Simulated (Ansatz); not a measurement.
NbF₄. Total charge 0; doublet. Geometry PBE0-D4/def2-SVP, basis def2-TZVP, Ansatz.

| run | HOMO (eV) | LUMO (eV) |
| --- | --- | --- |
| A | -4.94 | -3.87 |
| B | -8.97 | -0.77 |
| C | -5.34 | -3.47 |
| D | -11.43 | 0.85 |
| E | -6.62 | -2.61 |
| F | -4.87 | -3.49 |

In the def2 sets Nb takes a core potential; there is no spin–orbit coupling.

HOMO and LUMO are taken over both spins.

Problem. The runs used HF, LDA (SPW92), PBE, PBE0, r2SCAN, ωB97M-V. Estimate which is which.

Solution. A LDA (SPW92) (0 % exact exchange); B ωB97M-V (range-separated); C r2SCAN (0 % exact exchange); D HF (100 % exact exchange); E PBE0 (25 % exact exchange); F PBE (0 % exact exchange). Exact exchange lowers occupied and raises empty levels; among semilocal functionals meta-GGAs tend to open the gap a little, and such runs are hard to tell apart. The gap grows from 1.07 eV (LDA (SPW92)) to 12.28 eV (HF).
